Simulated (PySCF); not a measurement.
Compound: CF3SO3CH3, C2H3F3O3S.
Numbering: `[CH3:1][O:2][S:3](=[O:4])(=[O:5])[C:6]([F:7])([F:8])[F:9]` (hydrogens: H10, H11, H12 on C1)

A GFN2-xTB structure was refined with PySCF 2.14.0, PBE0-D3(BJ)/def2-SVP geometry optimisation, gas phase. Its GFN2-xTB values:

```json
{"coordinate": "C1–O2", "GFN2-xTB": "1.425 Å"}
{"coordinate": "C1–H10", "GFN2-xTB": "1.091 Å"}
{"coordinate": "O2–S3", "GFN2-xTB": "1.590 Å"}
{"coordinate": "S3=O4", "GFN2-xTB": "1.418 Å"}
{"coordinate": "S3=O5", "GFN2-xTB": "1.419 Å"}
{"coordinate": "S3–C6", "GFN2-xTB": "1.870 Å"}
{"coordinate": "C6–F7", "GFN2-xTB": "1.324 Å"}
{"coordinate": "C1–O2–S3", "GFN2-xTB": "115.3°"}
{"coordinate": "O2–S3–O4", "GFN2-xTB": "111.5°"}
{"coordinate": "O2–S3–C6", "GFN2-xTB": "94.1°"}
{"coordinate": "S3–C6–F7", "GFN2-xTB": "110.0°"}
{"coordinate": "S3–C6–F9", "GFN2-xTB": "110.5°"}
{"coordinate": "O4–S3–O5", "GFN2-xTB": "119.3°"}
{"coordinate": "O4–S3–C6", "GFN2-xTB": "108.7°"}
{"coordinate": "F7–C6–F8", "GFN2-xTB": "109.0°"}
```

How do these coordinates change at the PBE0-D3(BJ)/def2-SVP level?

```
coordinate  PBE0-D3(BJ)/def2-SVP (Å or °)  change
     S3=O5                          1.445  +0.026
     S3=O4                          1.444  +0.026
     O2–S3                          1.609  +0.019
     S3–C6                          1.855  -0.015
    C1–H10                          1.100  +0.009
     C6–F7                          1.316  -0.008
     C1–O2                          1.430  +0.005
  S3–C6–F9                          107.3    -3.2
  O4–S3–O5                          121.7    +2.4
  O2–S3–O4                          110.3    -1.2
  F7–C6–F8                          110.1    +1.1
  C1–O2–S3                          116.0    +0.7
  O4–S3–C6                          108.2    -0.5
  O2–S3–C6                           94.6    +0.5
  S3–C6–F7                          110.0     0.0
```

The energy falls by 9.5 kJ/mol over 15 energy and gradient evaluations, the largest force component goes from 0.0359 to 3.6e-04 Eh/bohr, and the atoms move by 0.040 Å rms after alignment. Among the bonds, S3=O4 and S3=O5 change most and about equally (+0.026 Å). Bonds longer at the end by more than 0.005 Å: 6 of 11; shorter: 4. Rotational constants go from 2294, 1174, 1091 to 2265, 1176, 1100 MHz.

The run used 145 basis functions and 104 SCF cycles in all.

No frequency check. The numbers are those of one conformer.

Shape of the structure used: `[CH3:1][O:2][S:3](=[O:4])(=[O:5])[C:6]([F:7])([F:8])[F:9]`: C1–O2–S3–O4 74°, O2–S3–C6–F7 63°.
